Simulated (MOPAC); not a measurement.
MOPAC input (PM3):

```
PM3 PRECISE GNORM=0.05 LET XYZ UHF MS=0.5 GEO-OK AUX(PRECISION=9) THREADS=1
ClSr

Sr   -0.00000000 1   -0.00000000 1   -0.80322820 1
Cl    0.00000000 1    0.00000000 1    1.79545126 1
```

From the last part of the output:

```
                                                       MOPAC v23.2.5 Linux

          FINAL HEAT OF FORMATION =        -37.89220 KCAL/MOL =    -158.54097 KJ/MOL

          COSMO AREA              =        156.94 SQUARE ANGSTROMS
          COSMO VOLUME            =        181.08 CUBIC ANGSTROMS

          GRADIENT NORM           =          0.01304          =       0.00922 PER ATOM
          IONIZATION POTENTIAL    =          6.767931 EV
          ALPHA SOMO LUMO (EV)    =         -6.768 -1.019
          BETA  SOMO LUMO (EV)    =        -10.062 -1.753
          NO. OF ALPHA ELECTRONS  =          5
          NO. OF BETA  ELECTRONS  =          4
          MOLECULAR WEIGHT        =        123.0730         POINT GROUP:  C*v

          MOLECULAR DIMENSIONS (Angstroms)

            Atom       Atom       Distance
           Cl     2   Sr     1     2.62537
           Cl     2   Sr     1     0.00000
           Sr     1   Cl     2     0.00000

          SCF CALCULATIONS        =          5

   ATOM   CHEMICAL          X               Y               Z
  NUMBER   SYMBOL      (ANGSTROMS)     (ANGSTROMS)     (ANGSTROMS)

     1      Sr          0.00000000  *   0.00000000  *  -0.81657099  *
     2      Cl         -0.00000000  *   0.00000000  *   1.80879405  *

                             CARTESIAN COORDINATES

   1   Sr        0.000000000     0.000000000    -0.816570990
   2   Cl       -0.000000000     0.000000000     1.808794050

           Empirical Formula: Sr Cl  =     2 atoms

      MOLECULAR POINT GROUP   :   C*v

          ALPHA EIGENVALUES
 -54.43894 -10.91953 -10.05767 -10.05767  -6.76793  -1.01918  -1.01918   1.44919

           BETA EIGENVALUES
 -54.41698 -10.83208 -10.06192 -10.06192  -1.75323  -0.47888  -0.47888   1.78087

              NET ATOMIC CHARGES AND DIPOLE CONTRIBUTIONS

  ATOM NO.   TYPE          CHARGE      No. of ELECS.   s-Pop       p-Pop
    1         Sr           0.485526        1.5145     0.95370     0.56078
    2         Cl          -0.485526        7.4855     1.95849     5.52704
 DIPOLE           X         Y         Z       TOTAL
 POINT-CHG.     0.000    -0.000    -6.123     6.123
 HYBRID         0.000    -0.000     2.087     2.087
 SUM            0.000    -0.000    -4.036     4.036

          ATOMIC ORBITAL ELECTRON POPULATIONS

     Atom    s        px        py        pz
    1 Sr   0.95370   0.07749   0.07749   0.40580
    2 Cl   1.95849   1.92251   1.92251   1.68201

                    (SZ)    =    0.500000
                    (S**2)  =    0.750824

          ATOMIC ORBITAL SPIN POPULATIONS

    Atom   Total    s     px     py     pz
         Atomic
    1 Sr  0.9949  0.761  0.008  0.008  0.219
    2 Cl  0.0051  0.001 -0.008 -0.008  0.020

 **********************
 *                    *
 * JOB ENDED NORMALLY *
 *                    *
 **********************

 == MOPAC DONE ==
```
